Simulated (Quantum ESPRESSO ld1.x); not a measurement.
Results of a calculation; reference values are marked as such.
Hf30+, 42 electrons, occupied as [Kr] 4d6. Code: ld1.x of Quantum ESPRESSO 7.5. Model: scalar-relativistic Kohn-Sham, LDA (Slater exchange, VWN5 correlation), spin-unpolarised, spherical densities, point nucleus.

Unscreened Slater integrals over Kohn-Sham orbitals (cm^-1). Empty in this configuration: 5p, 5s.

\begin{tabular}{lr}
integral & value \\ \hline
F0(5p,5p) & 243300 \\
F2(5p,5p) & 129080 \\
F0(5p,5s) & 248270 \\
G1(5p,5s) & 168250 \\
F0(5p,4d) & 292210 \\
F2(5p,4d) & 105910 \\
G1(5p,4d) & 29885 \\
G3(5p,4d) & 30937 \\
F0(5p,4p) & 292810 \\
F2(5p,4p) & 105440 \\
G0(5p,4p) & 22969 \\
G2(5p,4p) & 30145 \\
F0(5p,4s) & 294830 \\
G1(5p,4s) & 29497 \\
F0(5s,5s) & 253760 \\
F0(5s,4d) & 301420 \\
G2(5s,4d) & 34650 \\
F0(5s,4p) & 302040 \\
G1(5s,4p) & 30701 \\
F0(5s,4s) & 304210 \\
G0(5s,4s) & 22559 \\
F0(4d,4d) & 433630 \\
F2(4d,4d) & 221640 \\
F4(4d,4d) & 150760 \\
F0(4d,4p) & 435090 \\
F2(4d,4p) & 223850 \\
G1(4d,4p) & 279730 \\
G3(4d,4p) & 178730 \\
F0(4d,4s) & 442420 \\
G2(4d,4s) & 221560 \\
F0(4p,4p) & 437600 \\
F2(4p,4p) & 228860 \\
F0(4p,4s) & 444900 \\
G1(4p,4s) & 301460 \\
F0(4s,4s) & 452850 \\
\end{tabular}

Derived for the open shells (J is the average intra-shell exchange parameter used in DFT+U). 4d: Racah B = F2/49 - 5 F4/441 = 2814 cm^-1, C = 35 F4/441 = 11960 cm^-1, C/B = 4.25, F4/F2 = 0.680, J = (F2 + F4)/14 = 26600 cm^-1.
